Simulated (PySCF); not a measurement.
## Correlation energy of Fe(12+) (iron, charge +12)

[Ne] 3s2 3p2, high-spin 3P determinant. Computed with PySCF 2.14 in an uncontracted even-tempered set (17 s from 0.69 bohr⁻², ratio 2.5; 11 p from 0.9 bohr⁻², ratio 2.5; 5 d from 5 bohr⁻², ratio 2.7; 4 f from 7.5 bohr⁻², ratio 2.7), with the non-relativistic Hamiltonian (point nucleus). Frozen: 1s2; 12 electrons correlated; the 17 highest virtual orbitals of each spin left out.

| level | correlation energy (mhartree) |
| --- | --- |
| CCSD | -457.29 |
| (T) | -2.76 |
| CCSD(T) | -460.05 |

Diagnostics: T1 = 0.0024, D1 = 0.0096, largest double amplitude 0.089.

Cost of the coupled-cluster step: about 40 core-seconds, for 12 correlated electrons.
